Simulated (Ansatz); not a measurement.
`[SiH3]N[SiH2][SiH2]Cl` at its PBE0-D4/def2-TZVP geometry, where that method's forces vanish. Charge 0, multiplicity 1.

```json
{"atom": "Si1", "x (Å)": "0.087", "y (Å)": "1.111", "z (Å)": "1.660"}
{"atom": "N2", "x (Å)": "1.024", "y (Å)": "-0.142", "z (Å)": "0.929"}
{"atom": "Si3", "x (Å)": "0.567", "y (Å)": "-1.241", "z (Å)": "-0.320"}
{"atom": "Si4", "x (Å)": "-0.991", "y (Å)": "-0.253", "z (Å)": "-1.770"}
{"atom": "Cl5", "x (Å)": "-0.352", "y (Å)": "1.661", "z (Å)": "-2.219"}
{"atom": "H6", "x (Å)": "-1.244", "y (Å)": "1.081", "z (Å)": "1.001"}
{"atom": "H7", "x (Å)": "0.709", "y (Å)": "2.449", "z (Å)": "1.482"}
{"atom": "H8", "x (Å)": "-0.091", "y (Å)": "0.886", "z (Å)": "3.121"}
{"atom": "H9", "x (Å)": "1.963", "y (Å)": "-0.262", "z (Å)": "1.282"}
{"atom": "H10", "x (Å)": "1.779", "y (Å)": "-1.606", "z (Å)": "-1.103"}
{"atom": "H11", "x (Å)": "-0.026", "y (Å)": "-2.516", "z (Å)": "0.186"}
{"atom": "H12", "x (Å)": "-1.064", "y (Å)": "-1.018", "z (Å)": "-3.042"}
{"atom": "H13", "x (Å)": "-2.360", "y (Å)": "-0.151", "z (Å)": "-1.207"}
```

For each bond, give half the difference of the two atoms' forces along it (eV/Å; positive pushes the atoms apart) under PBE-D4, r2SCAN-D4, B3LYP-D4, ωB97M-V in def2-TZVPP. (Estimate.)

Computed: 
```
   bond  length (Å)  PBE-D4  r2SCAN-D4  B3LYP-D4  ωB97M-V
 Si1–N2       1.727    0.08       0.02      0.12     0.13
 Si1–H6       1.485    0.05      -0.02     -0.08    -0.09
 Si1–H7       1.487    0.05      -0.02     -0.09    -0.14
 Si1–H8       1.489    0.04      -0.03     -0.09    -0.14
 N2–Si3       1.726    0.10       0.04      0.10     0.13
  N2–H9       1.010    0.18       0.02     -0.02    -0.04
Si3–Si4       2.346   -0.12       0.00      0.05     0.00
Si3–H10       1.489    0.07      -0.03     -0.12    -0.14
Si3–H11       1.494    0.05      -0.02     -0.10    -0.14
Si4–Cl5       2.067    0.18       0.06      0.25     0.14
Si4–H12       1.486    0.10      -0.03     -0.12    -0.14
Si4–H13       1.484    0.08      -0.03     -0.12    -0.14
```

B3LYP here is the variant with VWN-RPA as its local correlation; programs differ in this.
